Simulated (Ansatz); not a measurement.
Spectroscopic constants of ClO-, multiplicity 3 (an upper state: multiplicity 1 came lower at CCSD(T)/def2-TZVPP on PBE0 minima).

Constants: fifth-degree fit in 1/R to seven points, most abundant isotopes. In def2 and cc sets the state is the lowest found near the PBE0 minimum, followed along R.

Cores are frozen in the correlated methods.

The values were computed with Ansatz (Gaussian basis) for Hartree–Fock, density functionals and correlated methods. Each number belongs to the level named beside it.

What bond length and harmonic frequency does PBE0/def2-TZVPP give?

r_e = 2.400 Å, ω_e = 251 cm⁻¹.

What bond length and harmonic frequency does CCSD/def2-TZVPP give?

r_e = 2.476 Å, ω_e = 196 cm⁻¹.

What bond length and harmonic frequency does CCSD(T)/def2-TZVPP give?

r_e = 2.413 Å, ω_e = 232 cm⁻¹.

Ansatz is a first-principles code.
